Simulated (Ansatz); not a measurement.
Consider the hydrogenolysis of the Al–C bond: `[CH3][AlH][SnH2][OH]` + H₂ → `[OH][SnH2][AlH2]` + CH₄.

Gas-phase electronic energies from Ansatz, PBE0-D4/def2-TZVP geometries. CBS: MP2 limit from def2 TZ/QZ plus the TZ coupled-cluster correction, frozen cores. This one scheme is used for every species. DFT in def2-TZVPP. def2 core potentials past Kr. For Sn outer-core shells are correlated without core-valence functions, which leaves a few kJ/mol of doubt a bond. One conformer a species, not always the lowest.

```json
{"level": "r2SCAN-D4", "ΔE (kcal/mol)": "-3.6", "difference from CCSD(T)/CBS": "0.3"}
{"level": "ωB97X-V", "ΔE (kcal/mol)": "-4.9", "difference from CCSD(T)/CBS": "-1.0"}
{"level": "ωB97M-V", "ΔE (kcal/mol)": "-4.0", "difference from CCSD(T)/CBS": "-0.1"}
{"level": "B2PLYP", "ΔE (kcal/mol)": "-5.3", "difference from CCSD(T)/CBS": "-1.4"}
{"level": "PBE", "ΔE (kcal/mol)": "-4.5", "difference from CCSD(T)/CBS": "-0.6"}
{"level": "r2SCAN", "ΔE (kcal/mol)": "-3.9", "difference from CCSD(T)/CBS": "0.0"}
{"level": "HF/def2-TZVPP", "ΔE (kcal/mol)": "-10.2", "difference from CCSD(T)/CBS": "-6.3"}
{"level": "SCS-MP2/def2-TZVPP", "ΔE (kcal/mol)": "-4.8", "difference from CCSD(T)/CBS": "-0.9"}
{"level": "CCSD(T)/def2-TZVPP", "ΔE (kcal/mol)": "-4.6", "difference from CCSD(T)/CBS": "-0.7"}
{"level": "HF/def2-QZVPP", "ΔE (kcal/mol)": "-10.2", "difference from CCSD(T)/CBS": "-6.3"}
{"level": "CCSD(T)/CBS", "ΔE (kcal/mol)": "-3.9", "difference from CCSD(T)/CBS": "0"}
```

Largest T1 diagnostic among the species: 0.014.

In def2-TZVPP, CCSD(T) changes the Hartree–Fock value by +5.6 kcal/mol (the triples alone add +1.0 kcal/mol) and MP2 by +7.1 kcal/mol. From PBE to PBE0 (25 % exact exchange), in def2-TZVPP and without D4, ΔE moves by −0.8 kcal/mol.
